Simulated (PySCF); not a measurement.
SMILES [GaH2][CH]1CCCC1, C5H11Ga

Molfile (atoms numbered from 1):
```
C5H11Ga
     RDKit          3D

 17 17  0  0  0  0  0  0  0  0999 V2000
    2.1664    0.2957   -0.2517 Ga  0  0  0  0  0  3  0  0  0  0  0  0
    0.6915   -0.1005    1.1285 C   0  0  0  0  0  0  0  0  0  0  0  0
   -0.0802   -1.3067    0.5892 C   0  0  0  0  0  0  0  0  0  0  0  0
   -0.9081   -0.6808   -0.5220 C   0  0  0  0  0  0  0  0  0  0  0  0
   -1.4142    0.6244    0.0961 C   0  0  0  0  0  0  0  0  0  0  0  0
   -0.3168    1.0642    1.0837 C   0  0  0  0  0  0  0  0  0  0  0  0
    2.9345   -0.8563   -1.0432 H   0  0  0  0  0  0  0  0  0  0  0  0
    2.5166    1.7876   -0.6942 H   0  0  0  0  0  0  0  0  0  0  0  0
    1.0417   -0.2787    2.1512 H   0  0  0  0  0  0  0  0  0  0  0  0
   -0.7328   -1.7361    1.3534 H   0  0  0  0  0  0  0  0  0  0  0  0
    0.5855   -2.0958    0.2156 H   0  0  0  0  0  0  0  0  0  0  0  0
   -1.7159   -1.3202   -0.8760 H   0  0  0  0  0  0  0  0  0  0  0  0
   -0.2420   -0.4550   -1.3726 H   0  0  0  0  0  0  0  0  0  0  0  0
   -1.6117    1.3808   -0.6636 H   0  0  0  0  0  0  0  0  0  0  0  0
   -2.3470    0.4366    0.6304 H   0  0  0  0  0  0  0  0  0  0  0  0
    0.1699    1.9915    0.7463 H   0  0  0  0  0  0  0  0  0  0  0  0
   -0.7444    1.2613    2.0685 H   0  0  0  0  0  0  0  0  0  0  0  0
  1  2  1  0
  2  3  1  0
  3  4  1  0
  4  5  1  0
  5  6  1  0
  6  2  1  0
  1  7  1  0
  1  8  1  0
  2  9  1  0
  3 10  1  0
  3 11  1  0
  4 12  1  0
  4 13  1  0
  5 14  1  0
  5 15  1  0
  6 16  1  0
  6 17  1  0
M  END
```

Method used: GIAO HSE06/3-21G magnetisability, rotational g tensor and spin-rotation constants, non-relativistic, gas phase in PySCF. Geometry: GFN2-xTB.

The calculation is non-relativistic, which matters for the atoms heavier than Zn.

Problem. Give the nuclear spin-rotation constants along the inertial axes (H = +C I·J) beside the isotropic shieldings.

Solution. Rotational constants 4.3718, 1.4942, 1.3932 GHz. A star marks the isotopologue with that one atom substituted, in its own axes.
| atom | isotope | Caa (kHz) | Cbb (kHz) | Ccc (kHz) | mean (kHz) | σ (ppm) |
| --- | --- | --- | --- | --- | --- | --- |
| Ga1 | 69Ga | 5.513 | 2.494 | 1.652 | 3.220 | 1690.5 |
| H7 | 1H | -0.199 | 0.029 | -0.101 | -0.090 | 25.2 |
| H8 | 1H | -0.253 | 0.007 | -0.065 | -0.104 | 25.3 |
| H9 | 1H | -0.459 | -0.190 | 0.030 | -0.206 | 31.3 |
| H10 | 1H | -0.156 | -0.174 | -0.077 | -0.136 | 31.2 |
| H11 | 1H | -0.289 | -0.030 | -0.157 | -0.159 | 30.7 |
| H12 | 1H | -0.172 | -0.091 | -0.151 | -0.138 | 31.1 |
| H13 | 1H | -0.149 | -0.200 | -0.094 | -0.148 | 32.5 |
| H14 | 1H | -0.488 | -0.144 | -0.005 | -0.212 | 31.4 |
| H15 | 1H | 0.024 | -0.176 | -0.139 | -0.097 | 31.5 |
| H16 | 1H | -0.289 | -0.066 | -0.117 | -0.157 | 30.6 |
| H17 | 1H | -0.329 | -0.119 | -0.063 | -0.170 | 30.9 |
| C2 | 13C* | 0.532 | 0.213 | 0.182 | 0.309 | 174.2 |
| C3 | 13C* | 0.592 | 0.176 | 0.186 | 0.318 | 175.3 |
| C4 | 13C* | 0.617 | 0.193 | 0.167 | 0.326 | 174.4 |

For the geometry as given, no vibrational averaging.
